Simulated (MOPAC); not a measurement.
Job for MOPAC: PM3 on C4H4O (SMILES CC#CC=O).

```
PM3 1SCF PRECISE CHARGE=0 THREADS=1
C4H4O

C      1.81765665 1    -0.04192532 1     0.02234773 1
C      0.36833185 1    -0.00817369 1     0.00273501 1
C     -0.83662354 1    -0.00677143 1    -0.01598710 1
C     -2.27341003 1     0.05725458 1    -0.02932437 1
O     -2.99921451 1    -0.89759790 1    -0.18258121 1
H      2.17220483 1    -0.57583835 1     0.90693428 1
H      2.20071444 1    -0.56388116 1    -0.85708665 1
H      2.23870193 1     0.96476199 1     0.03822767 1
H     -2.68836162 1     1.07217130 1     0.11473465 1
```

The log:

```
*******************************************************************************
 **                                                                           **
 **                              MOPAC v23.2.5                                **
 **                                                                           **
 *******************************************************************************
 ** MOPAC's Digital Object Identifier: https://doi.org/10.5281/zenodo.6511958 **
 **                                                                           **
 ** Please cite the open-source release paper for use of this MOPAC version:  **
 ** J. E. Moussa and J. J. P. Stewart (2026)                                  **
 ** MOPAC: An open-source semiempirical molecular orbital program             **
 ** J. Open Source Softw., 11(119), 8025, https://doi.org/10.21105/joss.08025 **
 *******************************************************************************

                              PM3 CALCULATION RESULTS

 *******************************************************************************
 *  PM3        - The PM3 Hamiltonian to be used
 *
 *
 *
 *                 CHARGE ON SYSTEM = 0
 *
 *
 *
 *  PRECISE    - TIGHTER CRITERIA TO BE USED
 *  1SCF       - DO 1 SCF AND THEN STOP
 *  THREADS=1  - MULTI-THREADING NOT USED
 *  T=         - A TIME OF 172800.0 SECONDS REQUESTED
 *  DUMP=N     - RESTART FILE WRITTEN EVERY 7200.0 SECONDS REQUESTED
 *******************************************************************************
PM3 1SCF PRECISE CHARGE=0 THREADS=1
 C4H4O

   ATOM   CHEMICAL          X               Y               Z
  NUMBER   SYMBOL      (ANGSTROMS)     (ANGSTROMS)     (ANGSTROMS)

     1       C          1.81765665  *  -0.04192532  *   0.02234773  *
     2       C          0.36833185  *  -0.00817369  *   0.00273501  *
     3       C         -0.83662354  *  -0.00677143  *  -0.01598710  *
     4       C         -2.27341003  *   0.05725458  *  -0.02932437  *
     5       O         -2.99921451  *  -0.89759790  *  -0.18258121  *
     6       H          2.17220483  *  -0.57583835  *   0.90693428  *
     7       H          2.20071444  *  -0.56388116  *  -0.85708665  *
     8       H          2.23870193  *   0.96476199  *   0.03822767  *
     9       H         -2.68836162  *   1.07217130  *   0.11473465  *



          CARTESIAN COORDINATES

    NO.       ATOM           X           Y           Z

     1         C          1.8177     -0.0419      0.0223
     2         C          0.3683     -0.0082      0.0027
     3         C         -0.8366     -0.0068     -0.0160
     4         C         -2.2734      0.0573     -0.0293
     5         O         -2.9992     -0.8976     -0.1826
     6         H          2.1722     -0.5758      0.9069
     7         H          2.2007     -0.5639     -0.8571
     8         H          2.2387      0.9648      0.0382
     9         H         -2.6884      1.0722      0.1147

  H: (PM3): J. J. P. STEWART, J. COMP. CHEM. 10, 209 (1989).
  C: (PM3): J. J. P. STEWART, J. COMP. CHEM. 10, 209 (1989).
  O: (PM3): J. J. P. STEWART, J. COMP. CHEM. 10, 209 (1989).

           Empirical Formula: C4 H4 O  =     9 atoms



      MOLECULAR POINT GROUP   :   C1


      RHF CALCULATION, NO. OF DOUBLY OCCUPIED LEVELS = 13


 -------------------------------------------------------------------------------
 PM3 1SCF PRECISE CHARGE=0 THREADS=1
 C4H4O



     1SCF WAS SPECIFIED, SO BFGS WAS NOT USED
     SCF FIELD WAS ACHIEVED


                              PM3 CALCULATION
                                                       MOPAC v23.2.5 Linux




          FINAL HEAT OF FORMATION =          7.19298 KCAL/MOL =      30.09542 KJ/MOL


          COSMO AREA              =        113.19 SQUARE ANGSTROMS
          COSMO VOLUME            =         93.22 CUBIC ANGSTROMS

          IONIZATION POTENTIAL    =         10.890772 EV
          HOMO LUMO ENERGIES (EV) =        -10.891  0.075
          NO. OF FILLED LEVELS    =         13
          MOLECULAR WEIGHT        =         68.0750         POINT GROUP:  C1

          MOLECULAR DIMENSIONS (Angstroms)

            Atom       Atom       Distance
            H     8    O     5     5.56353
            H     9    H     7     3.37495
            H     7    H     6     1.66223


          SCF CALCULATIONS        =          1





   ATOM   CHEMICAL          X               Y               Z
  NUMBER   SYMBOL      (ANGSTROMS)     (ANGSTROMS)     (ANGSTROMS)

     1       C          1.81765665  *  -0.04192532  *   0.02234773  *
     2       C          0.36833185  *  -0.00817369  *   0.00273501  *
     3       C         -0.83662354  *  -0.00677143  *  -0.01598710  *
     4       C         -2.27341003  *   0.05725458  *  -0.02932437  *
     5       O         -2.99921451  *  -0.89759790  *  -0.18258121  *
     6       H          2.17220483  *  -0.57583835  *   0.90693428  *
     7       H          2.20071444  *  -0.56388116  *  -0.85708665  *
     8       H          2.23870193  *   0.96476199  *   0.03822767  *
     9       H         -2.68836162  *   1.07217130  *   0.11473465  *

                             CARTESIAN COORDINATES

   1    C        1.817656650    -0.041925320     0.022347730
   2    C        0.368331850    -0.008173690     0.002735010
   3    C       -0.836623540    -0.006771430    -0.015987100
   4    C       -2.273410030     0.057254580    -0.029324370
   5    O       -2.999214510    -0.897597900    -0.182581210
   6    H        2.172204830    -0.575838350     0.906934280
   7    H        2.200714440    -0.563881160    -0.857086650
   8    H        2.238701930     0.964761990     0.038227670
   9    H       -2.688361620     1.072171300     0.114734650


           Empirical Formula: C4 H4 O  =     9 atoms



      MOLECULAR POINT GROUP   :   C1


                  EIGENVALUES
 -38.05577 -34.13529 -28.56141 -23.55492 -18.08242 -16.74914 -16.36541 -15.22320
 -14.98585 -14.34218 -11.27422 -11.14513 -10.89077   0.07511   1.27173   1.94983
   2.25645   2.98077   3.71858   4.03683   4.04105   4.22749   6.16350   6.94654


              NET ATOMIC CHARGES AND DIPOLE CONTRIBUTIONS

  ATOM NO.   TYPE          CHARGE      No. of ELECS.   s-Pop       p-Pop
    1          C           0.031530        3.9685     1.09147     2.87700
    2          C          -0.081449        4.0814     1.20814     2.87331
    3          C          -0.285312        4.2853     1.22965     3.05567
    4          C           0.426701        3.5733     1.13977     2.43353
    5          O          -0.305125        6.3051     1.86120     4.44393
    6          H           0.055634        0.9444     0.94437
    7          H           0.055999        0.9440     0.94400
    8          H           0.052841        0.9472     0.94716
    9          H           0.049180        0.9508     0.95082
 DIPOLE           X         Y         Z       TOTAL
 POINT-CHG.     2.119     1.632     0.280     2.689
 HYBRID         0.352     0.209     0.039     0.411
 SUM            2.471     1.840     0.320     3.098


          ATOMIC ORBITAL ELECTRON POPULATIONS

     Atom    s        px        py        pz
    1  C   1.09147   0.85829   1.00777   1.01095
    2  C   1.20814   0.94633   0.99300   0.93398
    3  C   1.22965   0.96810   1.03016   1.05740
    4  C   1.13977   0.81056   0.90234   0.72063
    5  O   1.86120   1.63594   1.48881   1.31917
    6  H   0.94437
    7  H   0.94400
    8  H   0.94716
    9  H   0.95082

 **********************
 *                    *
 * JOB ENDED NORMALLY *
 *                    *
 **********************




 == MOPAC DONE ==
```

The run finished.

Cost: about 0.03 core-seconds (a rough figure).
